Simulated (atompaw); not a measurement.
Before and after: PAW (atompaw) potential for neodymium

| Property | Result |
| --- | --- |
| Element | Nd |
| Generator | atompaw 4.2.0.5 |
| Type | PAW |
| Functional | LDA (PW92) |
| Relativity | scalar-relativistic |
| Frozen core | [Kr] 4d10 |
| Valence charge | 14 |
| Reference configuration | 4f4 5s2 5p6 5d0 6s2 6p0 |
| Partial waves | 5s (bound): rc 2.40 bohr; 6s (bound): rc 2.25 bohr; 5p (bound): rc 3.00 bohr; 6p (bound, empty): rc 3.00 bohr; 5d (bound, empty): rc 3.00 bohr; 5d channel at 0.9 Ry: rc 3.00 bohr; 4f (bound): rc 1.30 bohr; 4f channel at 0.35 Ry: rc 1.30 bohr |
| Local potential | ultrasoft scheme with l = 4 at 0 Ry, radius 2.85 bohr |
| Core correction | smooth core density matched at 2.15 bohr |
| Augmentation charge | sinc compensation charge, radius 2.20 bohr; PAW radius 3.00 bohr; waves and projectors: custom polynom vanderbiltortho |

All-electron outer shells of the reference configuration (LDA (PW92), scalar-relativistic, ld1.x):

```
shell  level (eV)  outermost node (bohr)  outermost maximum (bohr)
   4p     -225.46                   0.32                      0.59
   4d     -116.56                   0.29                      0.62
   5s      -40.58                   0.72                      1.32
   5p      -22.16                   0.77                      1.50
   6s       -3.63                   1.77                      3.74
   5d       -2.06                   0.88                      2.27
   4f       -1.94                      –                      0.67
   6p       -1.28                   2.13                      5.04
```

Change: wave 4f (bound): rc 1.30 bohr becomes 4f (bound): rc 2.16 bohr.

Cutoffs: the cutoffs (Ry, on a coarse ladder) from which the occupation-weighted sum of valence levels, in a spherical-Bessel basis at the reference potential, stays within 10 and 1 mRy of its value at 400 Ry; they do not see the model core or the augmentation charge, which bear on the density cutoff.

Task: What does the change do?

Result: The potential gets softer (110 Ry and 180 Ry → 25 Ry and 45 Ry); neither file shows a bound ghost.

```tsv
quantity	base	changed
cutoff, loose	110 Ry	25 Ry
cutoff, tight	180 Ry	45 Ry
loose cutoff by channel (10 mRy a level)	s 8 Ry, p 8 Ry, f 70 Ry	s 8 Ry, p 8 Ry, f 25 Ry
bound ghosts	none	none
s: phases at 3.01 bohr within 0.05 rad from the reference energy up to (Ry; the scan ends near 5)	3.8	3.8
p: phases at 3.01 bohr within 0.05 rad from the reference energy up to (Ry; the scan ends near 5)	0.7	0.7
d: phases at 3.01 bohr within 0.05 rad from the reference energy up to (Ry; the scan ends near 5)	to the end of the scan	to the end of the scan
f: phases at 3.01 bohr within 0.05 rad from the reference energy up to (Ry; the scan ends near 5)	4.2	4.8
lowest overlap eigenvalue by channel	s 0.32, p 0.92, d 0.95, f 1.00	s 0.32, p 0.92, d 0.95, f 0.10
```

 The cutoffs see the waves, projectors and local potential, not the compensation charge or the core.
